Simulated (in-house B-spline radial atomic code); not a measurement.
## Ionising Si VII (Si6+) with different functionals

Computed with a B-spline radial code for spherical atoms: four-component Dirac-Coulomb Hamiltonian, Fermi nucleus of rms radius 3.1224 fm, spin-restricted, spherical fractional occupations for the functionals, and exact exchange of hybrids averaged over the configuration. The ionisation energy is the difference of two self-consistent energies, [He] 2s2 2p4 → [He] 2s2 2p3, without Breit or QED terms; ε is the level of the shell that loses the electron (mean over j). The electron is taken from both j subshells in proportion to 2j + 1, so the result is a j average, not the step between ground levels.

| method | rung | ΔSCF (eV) | -ε(2p) (eV) |
| --- | --- | --- | --- |
| B97-1 | global hybrid | ? | ? |
| CAM-B3LYP | range-separated hybrid | 252.94 | 237.48 |
| HSE06 | range-separated hybrid | 252.68 | 235.99 |
| LC-wPBE | range-separated hybrid | ? | ? |

Task: What does B97-1 give?

Result: ΔSCF 252.78 eV, and -ε(2p) = 235.55 eV.

Task: What does LC-wPBE give?

Result: ΔSCF 252.93 eV, and -ε(2p) = 236.49 eV.

Task: Among the functionals, which spreads more, the ΔSCF values or the orbital energies?

Result: The orbital energies: ΔSCF values span about 0.26 eV and the orbital energies 1.93 eV; here energy differences depend much less on the functional than eigenvalues do.

Task: How do they compare with the NIST value?

Result: NIST lists 246.57 eV ± 0.05 (semi-empirical, ground level to ground level). Errors run from +6.11 to +6.37 eV. The correlated functionals all miss on the same side by more than they spread, so the cause is common to them (Breit-QED terms, spin polarisation, the choice among j levels, multiplet and fine-structure energies, or a listed next ion that isn't the cheapest removal here) and closeness doesn't rank the functionals.
